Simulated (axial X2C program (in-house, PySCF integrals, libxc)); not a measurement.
**Which molecule has these constants?**

Computed with an in-house relativistic program for diatomic molecules, spin-free (one-electron X2C) or two-component (2c: spin–orbit coupling with atomic mean-field Coulomb and Gaunt terms, which also bring small scalar terms), in Dyall basis sets with cores contracted in-house; open shells are unrestricted.

A two-component PBE0 calculation in a Dyall 3-zeta basis gave Re = 3.269 Å, ωe = 167.5 cm⁻¹, De = 1.43 eV, dipole magnitude 9.91 D, Ω = 1.

Which molecule is it?
A. KP
B. PH
C. NaP
D. CsP
E. RbP

D. The others have NaP 2.653 Å and 282.1 cm⁻¹ (Ω = 1); PH 1.431 Å and 2363.6 cm⁻¹ (Ω = 1); KP 3.016 Å and 214.4 cm⁻¹ (Ω = 1); RbP 3.145 Å and 180.2 cm⁻¹ (Ω = 1).

Each entry is the lowest single determinant of a limited PBE0 search at one distance. De goes to single-determinant-based atoms at the same level (for ions the charge split of lowest energy) and is withheld (n/a) where an atom does not fit its ground term or J level. Main or longest-lived isotopes. One determinant is a doubtful description, or other states lie close, for CsP, NaP, PH, KP, RbP; these need not be ground states, and all values refer to the states named. Some open-shell Ω = 0 determinants are out of reach, so the Ω given for CsP, NaP, PH, KP, RbP need not be the lowest component. With several unpaired electrons the Ω given is that of one determinant, not necessarily of the lowest component.
